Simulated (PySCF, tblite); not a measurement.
Species: C4H15NOSi3.
SMILES with atom numbers: `[CH2:1]=[CH:2][Si@@H:3]([CH2:4][CH3:5])[N:6]([SiH3:7])[SiH2:8][OH:9]` (hydrogens: H10, H11 on C1; H12 on C2; H13 on Si3; H14, H15 on C4; H16, H17, H18 on C5; H19, H20, H21 on Si7; H22, H23 on Si8; H24 on O9)

Cartesian coordinates in Å at the GFN2-xTB level; atoms count from 1:
```xyz
24
C4H15NOSi3 angstrom
C     -0.745    2.175    1.453
C     -1.286    1.390    0.535
Si    -0.679   -0.353    0.110
C     -0.584   -0.568   -1.778
C     -1.939   -0.426   -2.461
N      0.881   -0.614    0.854
Si     1.163   -1.955    1.924
Si     2.255    0.325    0.326
O      1.788    1.598   -0.562
H     -1.121    3.162    1.684
H      0.109    1.849    2.027
H     -2.151    1.757   -0.006
H     -1.614   -1.330    0.687
H      0.110    0.159   -2.203
H     -0.174   -1.553   -2.005
H     -1.855   -0.583   -3.535
H     -2.351    0.567   -2.297
H     -2.645   -1.152   -2.065
H     -0.070   -2.180    2.675
H      1.530   -3.151    1.157
H      2.258   -1.590    2.822
H      3.098   -0.408   -0.608
H      2.951    0.764    1.536
H      1.059    2.138   -0.262
```

The calculation used PBE0/pcSseg-1 in PySCF (dipole) on a GFN2-xTB geometry, gas phase.

Take the most abundant isotopes and a rigid rotor. The values belong to one conformer with, in the numbering `[CH2:1]=[CH:2][Si@@H:3]([CH2:4][CH3:5])[N:6]([SiH3:7])[SiH2:8][OH:9]`, C1–C2–Si3–C4 -134°, C2–Si3–C4–C5 -62°, C2–Si3–N6–Si7 124°, Si3–N6–Si8–O9 14°, N6–Si8–O9–H 45°.

Problem. What are A, B and C (MHz)?

Solution. Ia = 473.60, Ib = 680.92, Ic = 767.80 u·Å²; 505379 MHz·u·Å²/I gives A = 1067, B = 742.2, C = 658.2 MHz.

Problem. What kind of rotor is it?

Solution. An asymmetric top. Ray's parameter κ = (2B − A − C)/(A − C) = -0.589; −1 is the prolate and +1 the oblate limit.

Problem. What does the inertial defect say?

Solution. Not planar: Δ = Ic − Ia − Ib = -386.72 u·Å². For a rigid frame Δ = −2 Σ m c², so Σ m c² = 193.36 u·Å² lies off the ab plane: 34.40 from hydrogen and 158.97 from heavier atoms. The atom farthest from that plane is 2.72 Å away.

Problem. Give the other two planar moments, Paa and Pbb, and the rms extents of the mass along the axes.

Solution. Paa = Σ m a² = (Ib + Ic − Ia)/2 = 487.56 and Pbb = Σ m b² = (Ia + Ic − Ib)/2 = 280.24 u·Å². With the mass M = 177.05 u, the rms extents √(P/M) along a, b and c are 1.66, 1.26, 1.05 Å.

Problem. List the rotational levels J(Ka,Kc) to J = 5 (MHz).

Solution. Above 0(0,0):
J = 1: 1(0,1) 1400, 1(1,1) 1725, 1(1,0) 1809
J = 2: 2(0,2) 4187, 2(1,2) 4442, 2(1,1) 4694, 2(2,1) 5669, 2(2,0) 5683
J = 3: 3(0,3) 8334, 3(1,3) 8509, 3(1,2) 9011, 3(2,2) 9870, 3(2,1) 9939, 3(3,1) 11713, 3(3,0) 11714
J = 4: 4(0,4) 13812, 4(1,4) 13918, 4(1,3) 14748, 4(2,3) 15461, 4(2,2) 15653, 4(3,2) 17339, 4(3,1) 17350, 4(4,1) 19886, 4(4,0) 19886
J = 5: 5(0,5) 20604, 5(1,5) 20662, 5(1,4) 21880, 5(2,4) 22431, 5(2,3) 22832, 5(3,3) 24376, 5(3,2) 24417, 5(4,2) 26919, 5(4,1) 26921, 5(5,1) 30192, 5(5,0) 30192

Problem. Predict some low-J microwave lines.

Solution. The dipole components are |μa| = 0.80 D, |μb| = 0.12 D, |μc| = 1.13 D. Intensities carry the squares of the components, which stand as 0.50 : 0.01 : 1.00 (a : b : c). Some lines, for components of 0.1 D or more:

```csv
type,branch,"J(Ka,Kc)",MHz,lower level (cm⁻¹)
b,Q,"1(1,0) ← 1(0,1)",409,0.047
b,Q,"3(2,1) ← 3(1,2)",927,0.301
b,Q,"5(2,3) ← 5(1,4)",952,0.730
c,Q,"2(2,1) ← 2(1,1)",975,0.157
b,Q,"3(2,2) ← 3(1,3)",1361,0.284
b,Q,"5(3,2) ← 5(2,3)",1585,0.762
b,Q,"5(3,3) ← 5(2,4)",1945,0.748
c,Q,"5(4,2) ← 5(3,2)",2502,0.814
a,R,"3(1,3) ← 2(1,2)",4067,0.148
a,R,"3(2,1) ← 2(2,0)",4256,0.190
b,R,"4(0,4) ← 3(1,3)",5303,0.284
a,R,"4(0,4) ← 3(0,3)",5478,0.278
b,R,"3(3,0) ← 2(2,1)",6046,0.189
c,R,"4(1,3) ← 3(0,3)",6414,0.278
c,R,"4(2,2) ← 3(1,2)",6641,0.301
c,R,"4(2,3) ← 3(1,3)",6951,0.284
c,R,"4(3,2) ← 3(2,2)",7469,0.329
c,R,"5(1,4) ← 4(0,4)",8068,0.461
c,R,"4(4,1) ← 3(3,1)",8173,0.391
c,R,"5(2,4) ← 4(1,4)",8513,0.464
```

Problem. Estimate the classical rotational partition function at 25 K, 100 K and 200 K.

Solution. Point group C1, symmetry number σ = 1; q = (√π/σ)·√((kT/h)³/(ABC)), k/h = 20836.6 MHz/K: 29200 at 25 K, 233000 at 100 K, 660000 at 200 K.

Its lowest GFN2-xTB frequency is 7 cm⁻¹, too small to tell a flat minimum from a shallow saddle. Zero-point vibration and centrifugal distortion are left out. A rigid rotor knows nothing of internal rotation, which can split or shift real lines. Quadrupole hyperfine structure (14N) is left out.
